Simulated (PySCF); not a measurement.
## Cd⁺: excitation energy

Cd⁺ [Kr] 4d10 5s1 (2S) → Cd⁺ [Kr] 4d9 5s1 5p1 (high-spin determinant), as a difference of total energies. Calculation: PySCF 2.14, in aug-cc-pwCVDZ-PP with ECP28MDF; scalar relativity through the core potential. Correlated levels: valence: 4s2 4p6 frozen. The calculations carry no spin-orbit coupling.

```tsv
method	excitation energy (eV)
UHF	12.277
MP2 (valence)	14.043
SCS-MP2 (valence)	13.968
CCSD (valence)	13.655
CCSD(T) (valence)	13.715
```

Q: How much does correlation contribute at CCSD(T) (valence)?

A: 13.715 − (12.277) = 1.438 eV, measured against UHF.

The determinant of the upper state mixes LS terms, which raises its energy above the lowest term, most at the Hartree-Fock and MP2 levels.
